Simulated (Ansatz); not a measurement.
`[Cl][GeH]([Cl])[SeH]` → `[Cl][Ge][Cl]` + H₂Se at 700 K and 1 bar (germylene formation by 1,1-elimination).

Isolated molecules relaxed with PBE0-D4/def2-TZVP in Ansatz; ΔE leaves out vibrations. CCSD(T)/CBS is the MP2 limit (def2-TZVPP, def2-QZVPP) plus CCSD(T) − MP2 in def2-TZVPP, frozen cores. For Ge, Se outer-core shells are correlated without core-valence functions, which leaves a few kJ/mol of doubt a bond. Scalar relativity is left out up to krypton. Each species was taken in one conformer, which may not be the lowest.

| species | CCSD(T)/CBS energy (Eh) | H − E (kJ/mol) | S (J/(mol·K)) |
| --- | --- | --- | --- |
| `[Cl][GeH]([Cl])[SeH]` | -5397.68334 | 113.6 | 457.4 |
| `[Cl][Ge][Cl]` | -2995.74627 | 41.4 | 343.0 |
| H₂Se | -2401.89790 | 61.1 | 251.1 |

H − E and S are ideal-gas, rigid-rotor, harmonic terms from PBE0-D4/def2-TZVP, for one conformer and one mirror image of each species. 1 Eh = 2625.50 kJ/mol, R = 8.31446 J/(mol·K).

Problem. By hand: ΔE, ΔH, ΔS and ΔG.

Solution. ΔE = (-2995.74627) + (-2401.89790) − (-5397.68334) = 0.03917 Eh = 102.8 kJ/mol. Δ(H − E) = 41.4 + 61.1 − 113.6 = -11.1, so ΔH = 91.7 kJ/mol. ΔS = 343.0 + 251.1 − 457.4 = 136.7 J/(mol·K). ΔG = 91.7 − 700 × (136.7)/1000 = -4.0 kJ/mol.

Problem. By hand: the equilibrium constant, and the temperature at which ΔG would vanish if ΔH and ΔS stayed fixed.

Solution. log₁₀ K = −ΔG/(RT ln 10) = 0.3. ΔG = 0 at ΔH/ΔS = 671 K.

The number of gas molecules changes by +1, which sets the sign of ΔS. The sign of ΔG lies within the doubt. A doubt of 5 kJ/mol in ΔE shifts log₁₀ K by 0.4 here. Other conformers and mirror images would add mixing entropy, several J/(mol·K) or more a flexible species. These are equilibria of isolated gas molecules and say nothing of rates. Largest T1 diagnostic: 0.013 (customary marks: 0.02 for closed shells, 0.045 for open ones).
